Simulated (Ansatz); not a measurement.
Input for Ansatz (a first-principles code): R-HF/def2-TZVPP on CH4BeO (SMILES [CH3][Be][OH]), atoms moved off the minimum.

Ansatz 0.2 input:
```yaml
crystal:
  periodic: [false, false, false]
  atoms:
    - {symbol: Be, position_ang: [-0.02909511, -0.07601171, 0.15346378]}
    - {symbol: C, position_ang: [0.96517665, 0.47486764, -1.10039664]}
    - {symbol: H, position_ang: [1.96324214, -0.05250735, -1.07719179]}
    - {symbol: H, position_ang: [1.22144595, 1.54873686, -0.98886208]}
    - {symbol: H, position_ang: [0.51896497, 0.34040131, -2.09180078]}
    - {symbol: O, position_ang: [-0.94894698, -0.53095236, 1.04364745]}
    - {symbol: H, position_ang: [-1.87080360, -0.46436695, 1.32883505]}
basis:
  gaussian:
    orbitals: def2-TZVPP
hamiltonian:
  xc: {name: HF}
scf: {lower_state_search: off}
output: {forces: true}
```

The log:

```
WARN ansatz: RAYON_NUM_THREADS=1 ignored (pool sized by the plan → 1); use --threads N
Functional definition: HF
these checks for a lower state are left out or cut short: stability, starts, cluster_reference, orbital_swaps, neighbouring_geometries, increment
integrals: 0.03 GiB planned
811 factors; their error is unknown
mean field: 0.24 GiB planned
mean field evaluation 1: about -3528.7739 eV, gradient 4.3e1 eV
mean field evaluation 2: about -3531.1423 eV, gradient 2.7e1 eV
mean field evaluation 4: about -3532.3217 eV, gradient 1.0e0 eV
mean field evaluation 8: about -3532.3633 eV, gradient 3.5e-1 eV
mean field -3532.36347722 eV, -129.8119634657 hartree, gradient 1.1e-6 eV, S^2 0.000000; 0 other end points of the search recorded, 0 dependent functions left out
the calculation of the forces begins
reference -3532.36347722 eV, -129.8119634657 hartree; 11, 11 occupied and 126, 126 virtual orbitals, 811 factors
Total energy: -3532.36347722 eV, -129.8119634657 hartree
Atom 0 at    -0.029095    -0.076012     0.153464 Å, force     0.692710     0.566470    -1.254933 eV/Å
Atom 1 at     0.965177     0.474868    -1.100397 Å, force     1.553560     0.250438    -0.010756 eV/Å
Atom 2 at     1.963242    -0.052507    -1.077192 Å, force    -1.162873     0.463570    -0.206325 eV/Å
Atom 3 at     1.221446     1.548737    -0.988862 Å, force    -0.302386    -0.657183    -0.108489 eV/Å
Atom 4 at     0.518965     0.340401    -2.091801 Å, force     0.205978    -0.020537     0.332164 eV/Å
Atom 5 at    -0.948947    -0.530952     1.043647 Å, force    -3.090025    -0.474682     1.911054 eV/Å
Atom 6 at    -1.870804    -0.464367     1.328835 Å, force     2.103036    -0.128075    -0.662715 eV/Å
Dipole moment:    -0.226328     0.056062     0.089942 e Å
Checks for a lower state left out: stability, starts, cluster_reference, orbital_swaps, neighbouring_geometries, increment
```

The calculation finished and met its thresholds.

Cost: about 0.7 core-seconds (a rough figure).
